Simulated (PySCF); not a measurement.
**Radial density of Ta³⁰⁺ (tantalum, charge +30)**

r2SCAN, [Kr] 4d7, high-spin 4F determinant. All numbers are calculated (PySCF 2.14, the spin-free X2C one-electron Hamiltonian (Gaussian nucleus), in an even-tempered Gaussian basis (19 s from 2.3 bohr⁻², ratio 2.5; 14 p from 3 bohr⁻², ratio 2.5; 9 d from 3 bohr⁻², ratio 2.5; 4 f from 16 bohr⁻², ratio 2.7; 3 g from 24 bohr⁻², ratio 2.7)).

```csv
r (bohr),4πr²ρ (e/bohr),4πr²(ρα − ρβ)
0.0142,100.3,0.0010
0.0239,87.74,0.0239
0.0402,114.8,0.2437
0.0675,128.6,1.4431
0.114,103.9,3.3815
0.191,106.5,0.4774
0.321,45.02,5.1246
0.541,32.33,6.3612
0.909,0.7816,0.1888
1.53,0.0005357,0.0002
```

Densities and radii are taken from the X2C orbitals without a picture-change correction, which distorts them close to the nucleus.

Spin-orbit coupling is strong in this species (close to jj coupling), so the high-spin LS determinant is a model state, not a physical level.
